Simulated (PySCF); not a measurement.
C5H5Cl. Atoms are numbered in the order given.

```xyz
11

C      2.5879    -0.1114     1.0563
C      1.6568    -0.5469     0.4179
C      0.5275    -1.0729    -0.3508
C     -0.7726    -0.3411    -0.1062
C     -1.8745    -0.8850     0.4110
Cl    -0.7438     1.3450    -0.5831
H      3.4128     0.2780     1.6221
H      0.7678    -1.0199    -1.4280
H      0.3767    -2.1381    -0.1096
H     -2.7881    -0.3052     0.5499
H     -1.8743    -1.9362     0.7086
```
Charge 0, spin multiplicity 1.

Geometry: B3LYP-D3(BJ)/def2-SVP. One conformer was computed; it need not be the lowest.

Vertical ionisation energy (IE) and electron affinity (EA) in eV. Rows of orbital energies are one-electron estimates. Where ΔSCF, EOM or ADC give a negative EA the extra electron is unbound and the value depends on the basis.

```
level                                              IE    EA
-----------------------------------------------  ----  ----
−ε(HOMO), −ε(LUMO), CAM-B3LYP/def2-TZVP (PySCF)     …     …
−ε(HOMO), −ε(LUMO), PBE/def2-TZVP (PySCF)        6.38  1.40
```

Task: What belongs in the gaps? (Estimate from the structure and the level; the computed values follow.)

Result: 
- −ε(HOMO), −ε(LUMO), CAM-B3LYP/def2-TZVP (PySCF), IE: 8.87
- −ε(HOMO), −ε(LUMO), CAM-B3LYP/def2-TZVP (PySCF), EA: -0.74
